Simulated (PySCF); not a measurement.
# What a mistake does to a calculation on B3H3N

All numbers below are calculated, not measured. The program is PySCF 2.14.0, an open-source quantum chemistry code, run on an isolated molecule that a program drew, which may never have been made. The molecule is B3H3N (charge 0, doublet), drawn as the SMILES string `[BH]N=BB`.

Each row is a Hartree-Fock (HF) and frozen-core CCSD(T) single point in the cc-pVDZ basis, meant for a local HF minimum. Run 1 is clean. Each other run has one planted mistake out of seven kinds, and not every kind appears here: one electron removed, one electron added, multiplicity raised by two, geometry at a saddle point, minimal basis STO-3G, one bond length entered in bohr, all coordinates scaled. The reference is restricted for singlets and unrestricted otherwise, and also for a bond in bohr. Adding or removing an electron swaps singlet and doublet. Electrons count all cores. HOMO and LUMO are orbital energies over both spins, the gradient is its largest component, and the lowest frequency (negative if imaginary) is given only where the gradient is small. Bond lengths are over the 6 bonds as drawn. T1 is the CCSD diagnostic: over 0.02 (restricted) or 0.045 (unrestricted) a single reference is doubtful.

Geometry of the clean run:
```xyz
7
B3H3N, angstrom
B     0.6621   -1.3656    1.9446
N    -0.1059   -0.8525    1.0989
B    -0.9349   -0.2985    0.1822
B    -1.9113    0.3540   -0.8984
H     1.3791   -1.8445    2.7342
H    -2.8589    1.0017   -0.5409
H    -1.7003    0.1986   -2.0717
```

```
run,electrons,basis functions,<S^2>,HOMO (eV),LUMO (eV),gradient (hartree/bohr),lowest frequency (cm^-1),mean bond (Å),longest bond (Å),T1,HF (hartree),CCSD(T) (hartree),mistake
1,25,71,0.771,-7.18,1.68,3.1e-05,128,1.2960,1.596,0.0179,-130.23687,-130.66501,no fault
2,25,71,0.796,-7.11,1.48,5.9e-02,-,1.4010,1.725,0.0233,-130.19409,-130.63838,all coordinates scaled
3,25,71,1.599,-9.54,0.99,2.6e-02,-,1.4969,2.560,0.0673,-130.01064,-130.44083,one bond length entered in bohr
4,26,71,0.000,0.11,7.25,3.6e-02,-,1.2960,1.596,0.0198,-130.20107,-130.68056,one electron added
5,24,71,0.000,-18.65,-5.53,8.2e-02,-,1.2960,1.596,0.0154,-130.00436,-130.40638,one electron removed
6,25,23,0.818,-5.07,5.71,2.7e-02,-,1.2960,1.596,0.0251,-128.56125,-128.77797,?
```

**Which mistake was planted in run 6, and what did it cost?**

It has 23 basis functions where the clean run has 71, with the same electrons and geometry. So the mistake is: minimal basis STO-3G. Subtracting run 1 and multiplying by 627.51 kcal/mol a hartree, the energy moved by 1051.5 kcal/mol in HF and 1184.1 kcal/mol in CCSD(T).

Cautions from the logs. Run 3: T1 is over the limit, so its CCSD(T) energy is less reliable; run 4: the HOMO is above zero, so the electron isn't bound and the energy depends on the basis.
